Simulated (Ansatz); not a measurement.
Molecule: C₃H₁₂GeN, net charge 1, singlet state. It need not be the lowest isomer of its formula. SMILES: [CH3][Ge]([CH3])([CH3])[NH3+]
Geometry from a B3LYP-D3(BJ)/def2-TZVP (Ansatz, a quantum-chemistry and plane-wave program) optimisation:
```xyz
17

C      1.4780    -0.2332     1.2964
Ge    -0.0411    -0.1301     0.0896
C     -1.7214     0.4737     0.8556
C     -0.1535    -1.4972    -1.2863
N      0.4808     1.5221    -1.0486
H      1.5618     0.6680     1.9031
H      2.4063    -0.3946     0.7493
H      1.3294    -1.0802     1.9677
H     -2.4572     0.6808     0.0791
H     -1.5780     1.3612     1.4712
H     -2.1158    -0.3195     1.4924
H     -0.9190    -1.2539    -2.0225
H     -0.4268    -2.4417    -0.8137
H      0.8052    -1.6342    -1.7856
H     -0.2219     1.7255    -1.7586
H      1.3670     1.3800    -1.5318
H      0.5804     2.3577    -0.4732
```
Charge +1, spin multiplicity 1.

Parts of the frozen-core correlation energy in 6-31G* (Ansatz, hartree). Frozen orbitals: 18; correlated occupied orbitals by spin: 16 and 16; virtual: 85 and 85. No spin-orbit coupling. Non-relativistic.

```
term                             value
-------------------------  -----------
reference (HF)             -2249.94488
MP2 opposite-spin             -0.49496
MP2 same-spin                 -0.14746
CCSD correlation              -0.70880
(T)                           -0.01798
T1 diagnostic                    0.009
largest doubles amplitude        0.023
```
